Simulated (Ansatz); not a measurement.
BFH$_{5}$NSi (`BN[SiH2]F`), 9 atoms. Total charge 0; spin multiplicity 1. All runs use 2 threads of an Arm Neoverse V2 on a shared host. Correlated methods freeze the cores.

**Question.** Give the basis size and wall time and peak host memory of each of these runs in Ansatz. RKS PBE0-D4/def2-QZVPP energy; RKS PBE0-D4/def2-TZVPP energy; RKS PBE0-D4/def2-TZVP relaxation (11 steps); RKS BLYP-D4/def2-TZVPP energy; RKS B2PLYP (frozen core)/def2-TZVPP energy; RHF-MP2/def2-QZVPP energy; RKS ωB97M-V/def2-QZVPP energy; RHF-CCSD(T)/def2-SVP energy; RKS ωB97M-V/def2-SVP energy; direct RPA on PBE orbitals/def2-TZVPP energy; RKS PBE0-D4/def2-SVP energy; RKS PBE0-D4/def2-TZVP frequencies. (Estimate.)

**Answer.** Computed: Other jobs shared the machine, so times are rough.

```json
{"level": "RKS PBE0-D4/def2-SVP", "job": "energy", "functions": "85", "wall time": "0.96 s", "peak host memory (GiB)": "0.14"}
{"level": "RKS BLYP-D4/def2-TZVPP", "job": "energy", "functions": "205", "wall time": "1.9 s", "peak host memory (GiB)": "0.22"}
{"level": "RKS PBE0-D4/def2-TZVPP", "job": "energy", "functions": "205", "wall time": "2.3 s", "peak host memory (GiB)": "0.37"}
{"level": "RHF-CCSD(T)/def2-SVP", "job": "energy", "functions": "85", "wall time": "2.4 s", "peak host memory (GiB)": "0.27"}
{"level": "RKS ωB97M-V/def2-SVP", "job": "energy", "functions": "85", "wall time": "4 s", "peak host memory (GiB)": "0.22"}
{"level": "direct RPA on PBE orbitals/def2-TZVPP", "job": "energy", "functions": "205", "wall time": "4.3 s", "peak host memory (GiB)": "0.37"}
{"level": "RKS B2PLYP (frozen core)/def2-TZVPP", "job": "energy", "functions": "205", "wall time": "4.6 s", "peak host memory (GiB)": "0.43"}
{"level": "RKS PBE0-D4/def2-QZVPP", "job": "energy", "functions": "391", "wall time": "6.5 s", "peak host memory (GiB)": "1"}
{"level": "RKS ωB97M-V/def2-QZVPP", "job": "energy", "functions": "391", "wall time": "18 s", "peak host memory (GiB)": "1.2"}
{"level": "RHF-MP2/def2-QZVPP", "job": "energy", "functions": "391", "wall time": "18 s", "peak host memory (GiB)": "1.7"}
{"level": "RKS PBE0-D4/def2-TZVP", "job": "relaxation (11 steps)", "functions": "160", "wall time": "29 s", "peak host memory (GiB)": "0.31"}
{"level": "RKS PBE0-D4/def2-TZVP", "job": "frequencies", "functions": "160", "wall time": "92 s", "peak host memory (GiB)": "0.3"}
```
